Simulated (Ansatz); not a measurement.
Question: Name a neutral molecule of B, C, Cl, O and H with HOMO energy (B3LYP/def2-TZVPP) between -8.45 and -8.15 eV and zero-point energy (PBE0-D4/def2-TZVP) between 141 and 157 kJ/mol (Ansatz, PBE0-D4/def2-TZVP geometry).

Answer: `CC(=O)OB(Cl)Cl` (-8.41 eV, 153.9 kJ/mol). Other molecules can fit too; these were computed, each in one conformer that needn't be the lowest.

B3LYP here is the variant with VWN-RPA as its local correlation; programs differ in this.
